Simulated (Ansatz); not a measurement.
One change: `[CH3][GeH]1[CH2][CH2]1` becomes `[CH2]1[CH2][GeH2]1`.

Ansatz, PBE0-D4/def2-TZVP geometries, multiplicity 1. 

Scalar relativity is left out up to krypton.

```json
{"property": "LUMO energy (PBE/def2-TZVPP) / eV", "`[CH3][GeH]1[CH2][CH2]1`": "0.17"}
{"property": "HOMO energy (B3LYP/def2-TZVPP) / eV", "`[CH3][GeH]1[CH2][CH2]1`": "-5.99"}
{"property": "LUMO energy (PBE0/def2-TZVPP) / eV", "`[CH3][GeH]1[CH2][CH2]1`": "1.02"}
{"property": "HOMO energy (ωB97M-V/def2-TZVPP) / eV", "`[CH3][GeH]1[CH2][CH2]1`": "-8.32"}
{"property": "LUMO energy (ωB97M-V/def2-TZVPP) / eV", "`[CH3][GeH]1[CH2][CH2]1`": "2.57"}
{"property": "HOMO–LUMO gap (PBE/def2-TZVPP) / eV", "`[CH3][GeH]1[CH2][CH2]1`": "5.31"}
```

(1) Give the same properties after the change, and the shifts. (Best estimate.)

Answers

(1) The calculation gave: 
```json
{"property": "LUMO energy (PBE/def2-TZVPP) / eV", "`[CH2]1[CH2][GeH2]1`": "-0.25", "shift": "-0.42"}
{"property": "HOMO energy (B3LYP/def2-TZVPP) / eV", "`[CH2]1[CH2][GeH2]1`": "-6.24", "shift": "-0.25"}
{"property": "LUMO energy (PBE0/def2-TZVPP) / eV", "`[CH2]1[CH2][GeH2]1`": "0.56", "shift": "-0.46"}
{"property": "HOMO energy (ωB97M-V/def2-TZVPP) / eV", "`[CH2]1[CH2][GeH2]1`": "-8.56", "shift": "-0.24"}
{"property": "LUMO energy (ωB97M-V/def2-TZVPP) / eV", "`[CH2]1[CH2][GeH2]1`": "2.29", "shift": "-0.28"}
{"property": "HOMO–LUMO gap (PBE/def2-TZVPP) / eV", "`[CH2]1[CH2][GeH2]1`": "5.15", "shift": "-0.16"}
```

With PBE0 the HOMO falls by 0.26 eV and the LUMO falls by 0.46 eV, so the gap narrows by about 0.20 eV. PBE moves the HOMO by -0.27 eV and ωB97M-V by -0.24 eV.

B3LYP here is the variant with VWN-RPA as its local correlation; programs differ in this.
